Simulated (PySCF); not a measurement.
# C2H5ClOSi: core ionisation energies

C2H5ClOSi.
Geometry (GFN2-xTB, Å), atoms numbered from 1 in this order:
```
atom  x, y, z in Å
C1    -1.7510    0.1049    0.2357
C2    -0.9108    0.4879   -0.7072
O3     0.4139    0.2551   -0.7371
Si4    1.5749   -0.4242    0.1627
Cl5    2.7558    1.0512    0.8402
H6    -1.4223   -0.4435    1.1002
H7    -2.7960    0.3379    0.1633
H8    -1.2354    1.0421   -1.5806
H9     1.0886   -1.1771    1.3116
H10    2.2911   -1.2296   -0.8114
```

Computed with PySCF, delta-SCF UKS SCAN, pcX-2 on the ionised atom, pcseg-1 elsewhere, spin-free X2C. Binding energies are ΔSCF values: E(core-ionised, relaxed orbitals) − E(ground state) at a fixed geometry, referred to the vacuum level.

Give the core binding energies atom by atom.

```json
{"atom(s)": "Si4", "environment": "chlorine-bound silicon", "level": "Si 2p3/2", "binding energy (eV)": "108.39", "2p1/2 (eV)": "109.02", "above the level's lowest (eV)": "0.00", "count": "1"}
{"atom(s)": "Cl5", "environment": "silicon-bound chlorine", "level": "Cl 2p3/2", "binding energy (eV)": "206.26", "2p1/2 (eV)": "207.91", "above the level's lowest (eV)": "0.00", "count": "1"}
{"atom(s)": "C1", "environment": "terminal =CH2 carbon", "level": "C 1s", "binding energy (eV)": "290.18", "2p1/2 (eV)": "–", "above the level's lowest (eV)": "0.00", "count": "1"}
{"atom(s)": "C2", "environment": "vinylic carbon bearing oxygen", "level": "C 1s", "binding energy (eV)": "292.58", "2p1/2 (eV)": "–", "above the level's lowest (eV)": "+2.40", "count": "1"}
{"atom(s)": "O3", "environment": "silyl ether oxygen", "level": "O 1s", "binding energy (eV)": "538.96", "2p1/2 (eV)": "–", "above the level's lowest (eV)": "0.00", "count": "1"}
{"atom(s)": "Si4", "environment": "chlorine-bound silicon", "level": "Si 1s", "binding energy (eV)": "1848.39", "2p1/2 (eV)": "–", "above the level's lowest (eV)": "0.00", "count": "1"}
{"atom(s)": "Cl5", "environment": "silicon-bound chlorine", "level": "Cl 1s", "binding energy (eV)": "2828.83", "2p1/2 (eV)": "–", "above the level's lowest (eV)": "0.00", "count": "1"}
```

Lowest listed C 1s: C1, bonded to C (double bond) and 2 H. Highest, 2.40 eV above it: C2, bonded to O, C (double bond) and H. Summing the Pauling electronegativity differences to the bonded atoms, each weighted by its formal bond order, gives -0.70 for the lowest site and +0.54 for the highest.

Which photon energy gives electrons from C 1s of C1 a kinetic energy of 150 eV, and what is their de Broglie wavelength?

hν = 290.18 + 150 = 440.18 eV, recoil neglected; λ = 12.264 Å/√(E/eV) = 1.00 Å.

Give the binding energy of C 1s of C1 in hartree and in kJ/mol.

290.18 eV = 10.6639 Eh = 27998 kJ/mol.

The 2p values add to the ΔSCF energy of one spin-free hole a correction within the shell (spin–orbit coupling, ligand field). 2p1/2 minus 2p3/2 (ligand field included): Si 0.63 eV, Cl 1.65 eV. The structure is a single GFN2-xTB conformer in the gas phase; no vibrational or solvent corrections.
